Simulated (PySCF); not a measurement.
## Relaxation of singlet Be₄

All numbers come from PySCF, PBE0, basis Be def2-TZVP (no relativity, density fitting). A (50,194) grid was used.

A start displaced from a saddle point along its imaginary mode, of C2v symmetry, held to at least that symmetry:

Coordinates in bohr (charge 0 multiplicity 1):
```
Be    0.0000    2.0136   -0.2268
Be    0.0000   -2.0136   -0.2268
Be    3.1912    0.0000    0.2268
Be   -3.1912    0.0000    0.2268
```

Task: What forces act on the atoms at the start (eV/Å)?

Result: 
```csv
atom,Fx,Fy,Fz
Be1,0.00,-0.04,-0.36
Be2,0.00,0.04,-0.36
Be3,0.13,0.00,0.36
Be4,-0.13,0.00,0.36
```

Task: What does it relax to?

Result: It ends at Td with Be–Be 2.055 Å (×6); Be–Be–Be 60.0° (×12). A frequency run shows a minimum.

Task: How much energy is released, and in how many steps?

Result: 177.5 kJ/mol in 13 steps.

The relaxation took roughly 30 core-seconds on a shared host.
